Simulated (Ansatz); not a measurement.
Reactions of `C=C=C([SiH3])Cl`.

Computed with Ansatz on PBE0-D4/def2-TZVP structures; ΔE is electronic, products minus reactants. CBS: MP2 limit from def2 TZ/QZ plus the TZ coupled-cluster correction, frozen cores. This one scheme is used for every species, atoms too. Functionals use def2-TZVPP. B3LYP here is the variant with VWN-RPA as its local correlation; programs differ in this. Open shells (•) are unrestricted, without spin–orbit coupling. Spin–orbit coupling would lower the free atoms: a little for C, Cl, Si. Elements past krypton have def2 core potentials. For Sn, Zn outer-core shells are correlated without core-valence functions, so the limit isn't a true one: a few kJ/mol of doubt a bond, and 10 to 20 or more in all where bonds break to atoms. Scalar relativity is left out up to krypton. One conformer a species, not always the lowest.

```json
{"reaction": "`C=C=C([SiH3])Cl` → `ClC1=CC[SiH2]1`", "r2SCAN-D4 (kJ/mol)": "-71", "ωB97M-V (kJ/mol)": "-77", "B3LYP-D4 (kJ/mol)": "-56", "PBE0-D4 (kJ/mol)": "-85"}
{"reaction": "`C=C=C([SiH3])Cl` → `[SiH3]C1=CC1Cl`", "r2SCAN-D4 (kJ/mol)": "51", "ωB97M-V (kJ/mol)": "47", "B3LYP-D4 (kJ/mol)": "62", "PBE0-D4 (kJ/mol)": "42"}
{"reaction": "`C=C=C([SiH3])Cl` + `[OH][SnH3]` → `[SiH3][O][SnH3]` + `C=C=CCl`", "r2SCAN-D4 (kJ/mol)": "-89", "ωB97M-V (kJ/mol)": "-92", "B3LYP-D4 (kJ/mol)": "-92", "PBE0-D4 (kJ/mol)": "-84"}
{"reaction": "`C=C=C([SiH3])Cl` + `C[O][Zn][OH]` → `C[O][Zn][O][SiH3]` + `C=C=CCl`", "r2SCAN-D4 (kJ/mol)": "-90", "ωB97M-V (kJ/mol)": "-93", "B3LYP-D4 (kJ/mol)": "-92", "PBE0-D4 (kJ/mol)": "-86"}
{"reaction": "`C=C=C([SiH3])Cl` → 3 C• + Cl• + 5 H• + Si•", "r2SCAN-D4 (kJ/mol)": "3763", "ωB97M-V (kJ/mol)": "3751", "B3LYP-D4 (kJ/mol)": "3746", "PBE0-D4 (kJ/mol)": "3768"}
```

Task: Give the CCSD(T)/CBS values in the same order. (An estimate is asked.)

Result: The calculation gave: -77, 48, -93, -94, 3731 kJ/mol.

Largest T1 diagnostic: 0.017, for `C[O][Zn][OH]`.
